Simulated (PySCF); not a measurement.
**Computed vibrations of [Nd(NH2)2]+**

[Nd(NH2)2]+ (singlet in the valence; each metal's 4f electrons, 3 of them, lie in its core potential, out of spins and levels). PySCF 2.14.0, RKS PBE0, Nd lcecp-1-SVP with ECP49, N def2-SVP, H def2-SVP; non-relativistic Hamiltonian with scalar-relativistic core potentials where named; density fitting; no spin-orbit coupling. Central differences of gradients.

```xyz
7

Nd    0.0000    0.0000   -0.2405
N     1.7439    0.0000    1.0050
H     2.1422   -0.8120    1.4850
H     2.1422    0.8120    1.4850
N    -1.7439    0.0000    1.0050
H    -2.1422    0.8120    1.4850
H    -2.1422   -0.8120    1.4850
```

Run from Python with OMP_NUM_THREADS=2. Where DIIS fails, smearing, a level shift and second-order steps follow.
It took 47 s on 2 threads of Intel(R) Xeon(R) Platinum 8488C (Sapphire Rapids), on a shared host.

Task: What are the harmonic wavenumbers and infrared intensities?

Result: Modes are labelled in C2v; negative numbers are unstable modes, those under 60 cm⁻¹ near the noise; a finer grid moves soft modes by up to 10 cm⁻¹.
```
cm⁻¹  km/mol  symmetry
-418       –        b2
-404       –        a2
 152     0.0        a1
 325     0.0        a2
 354    79.0        b2
 516   188.8        b1
 574   237.9        b1
 584   180.6        a1
 606    77.9        a1
1501    25.7        b1
1502    55.2        a1
3510   134.6        b1
3513    82.0        a1
3588    82.0        b2
3588     0.0        a2
```

Task: Is this a minimum?

Result: No: 2 unstable; the lowest moves the atoms so:
```
Nd   0.00  0.01  0.00
N    0.00 -0.04  0.00
H   -0.31  0.04  0.39
H    0.31  0.04 -0.39
N    0.00 -0.04  0.00
H   -0.31  0.04 -0.39
H    0.31  0.04  0.39
```

An lcecp potential fixes the number of 4f electrons, so in runs with it no electron can move into or out of that shell.
